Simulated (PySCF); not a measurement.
# How well do the runs reproduce experiment for cyclohexanone?

**Experimental background.**

From NIST CCCBDB Release 22 (SRD 101), experimental dipoles, for the gas: dipole moment 3.02 D.

How close the calculation comes is told at the end.

Cyclohexanone, C6H10O.
Atom-mapped SMILES: `[O:1]=[C:2]1[CH2:3][CH2:4][CH2:5][CH2:6][CH2:7]1` (hydrogens: H8, H9 on C3; H10, H11 on C4; H12, H13 on C5; H14, H15 on C6; H16, H17 on C7)

Structure used (GFN2-xTB), in Å, numbered top down from 1:
```xyz
17
C6H10O angstrom
O      2.6457    0.4408   -0.1530
C      1.5004    0.2750    0.1816
C      0.5001    1.4018    0.2967
C     -0.7511    1.0957   -0.5307
C     -1.3546   -0.2424   -0.1203
C     -0.3309   -1.3562   -0.3055
C      0.9261   -1.0802    0.5236
H      0.2231    1.5038    1.3491
H      0.9644    2.3331   -0.0315
H     -1.4798    1.8975   -0.3969
H     -0.4807    1.0625   -1.5883
H     -2.2385   -0.4497   -0.7264
H     -1.6681   -0.2000    0.9254
H     -0.7567   -2.3168   -0.0095
H     -0.0554   -1.4237   -1.3601
H      1.6816   -1.8482    0.3505
H      0.6674   -1.0809    1.5855
```

Runs made with PySCF (gas phase, on this GFN2-xTB geometry; no spin–orbit coupling):

| level | job | basis functions | wall time |
| --- | --- | --- | --- |
| B3LYP/pcJ-1 | spin–spin couplings from 16 perturbed nuclei, spin–dipole term left out | 289 | 50 s |

Hardware: one thread of an Arm Neoverse V2, no GPU, shared host.

Results beside the measurements:

**Dipole moment.** Measured: 3.02 D (NIST CCCBDB Release 22 (SRD 101), experimental dipoles).

| level | computed (D) | computed − measured (D) | % (from the printed values) |
| --- | --- | --- | --- |
| B3LYP/pcJ-1 | 3.23 | +0.21 | +7 |

The computed dipoles belong to one fixed geometry; measured ones are averaged over vibrations unless marked μe. Magnitudes are compared, not signs.

The geometry is computed, not the measured one. Where a level misses, the cause wasn't examined.
